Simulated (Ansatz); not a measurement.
Relaxation of C2H12AlNSi2 (18 atoms, charge 0, multiplicity 1), to a largest force component of 0.015 eV/Å in at most 40 steps.

Level of theory: Ansatz 0.2.0, RKS PBE-D4/STO-3G.

```xyz
18
Properties=species:S:1:pos:R:3
N -2.556 -1.608 0.265
C -1.204 -1.174 0.322
Si -0.967 0.554 -0.398
C 0.929 1.102 -0.259
Al 1.425 1.168 1.636
Si 1.959 -0.076 -1.191
H -2.591 -2.509 -0.298
H -2.812 -1.928 1.269
H -0.584 -1.882 -0.207
H -0.865 -1.186 1.405
H -1.786 1.510 0.370
H -1.317 0.566 -1.782
H 0.907 2.129 -0.715
H 1.365 -0.134 2.566
H 1.911 2.545 2.283
H 1.919 -1.388 -0.547
H 3.354 0.434 -1.161
H 1.496 -0.169 -2.571
```

Question: Where does it end, and by what steps?

Answer: The run converged. Limits of this set-up: minimal basis. After 11 steps the energy has fallen by 0.858 eV; H7 moved furthest, 0.82 Å.

```
step  energy less start (eV)  largest force component (eV/Å)  accepted
   0                  0.0000                           4.682       yes
   1                 -0.6224                           1.276       yes
   2                 -0.7078                           0.701       yes
   3                 -0.7347                           0.267       yes
   4                 -0.7704                           0.473       yes
   5                 -0.8185                           0.263       yes
   6                 -0.8456                           0.258       yes
   7                 -0.7956                           0.678        no
   8                 -0.8553                           0.231       yes
   9                 -0.8557                           0.127       yes
  10                 -0.8577                           0.079       yes
  11                 -0.8583                           0.013       yes
```

```xyz
18
Properties=species:S:1:pos:R:3
N -2.666 -1.561 0.493
C -1.179 -1.178 0.505
Si -0.935 0.509 -0.329
C 0.859 1.073 -0.221
Al 1.430 1.237 1.601
Si 1.995 -0.071 -1.187
H -2.859 -1.773 -0.542
H -2.672 -2.558 0.892
H -0.521 -1.947 0.034
H -0.872 -1.119 1.569
H -1.801 1.479 0.329
H -1.377 0.393 -1.715
H 0.910 2.065 -0.704
H 1.441 0.006 2.480
H 1.869 2.581 2.139
H 1.976 -1.415 -0.627
H 3.373 0.402 -1.137
H 1.613 -0.170 -2.591
```

Whether the end is a true minimum wasn't checked by a vibrational analysis.

Time of the run: 55 s on 1 CPU thread of a shared host.
